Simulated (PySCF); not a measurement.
From one molecule to another.

First species: C₇H₁₀O.
Cartesian coordinates in Å at the GFN2-xTB level; atoms count from 1:
```xyz
18
C7H10O angstrom
O     -0.425   -1.290    0.715
C     -0.079   -0.297    0.109
C      1.328    0.177    0.101
C      2.419   -0.846    0.316
C      2.090    0.104    1.407
C     -1.039    0.535   -0.660
C     -2.198   -0.167   -1.331
C     -2.446    0.647   -0.117
H      1.541    1.012   -0.553
H      2.095   -1.869    0.426
H      3.339   -0.719   -0.234
H      1.547   -0.276    2.259
H      2.773    0.908    1.633
H     -0.621    1.400   -1.156
H     -2.228   -1.242   -1.232
H     -2.518    0.206   -2.292
H     -2.944    1.599   -0.211
H     -2.643    0.123    0.806
```

Second species: C8H7FO.
SMILES: `O=C[C@@]12C=C[C@@H](C1)C(F)=C2`

Levels: PBE0/pcSseg-1 for HOMO energy, LUMO energy and HOMO–LUMO gap. Geometries: GFN2-xTB. Each structure is a single optimised conformer of the isolated species, non-relativistic unless stated; the electronic structure was computed with PySCF and density fitting.

Dipoles, sizes and rotational constants follow the conformer. The torsions of the flexible species, by atom-mapped SMILES:
- `[O:1]=[C:2]([CH:3]1[CH2:4][CH2:5]1)[CH:6]1[CH2:7][CH2:8]1`: O1–C2–C3–C4 27°, O1–C2–C6–C7 -34°

The conformers of `O=C[C@@]12C=C[C@@H](C1)C(F)=C2` aren't listed.

Values for the first species:

```
HOMO energy   : -7.22 eV
LUMO energy   : -0.45 eV
HOMO–LUMO gap : 6.77 eV
```

Question: Estimate the same properties for the second species, and the change in each.

Answer: 
| property | first | second | second less first |
| --- | --- | --- | --- |
| HOMO energy | -7.22 eV | -6.85 eV | +0.37 eV |
| LUMO energy | -0.45 eV | -0.96 eV | -0.51 eV |
| HOMO–LUMO gap | 6.77 eV | 5.89 eV | -0.88 eV |

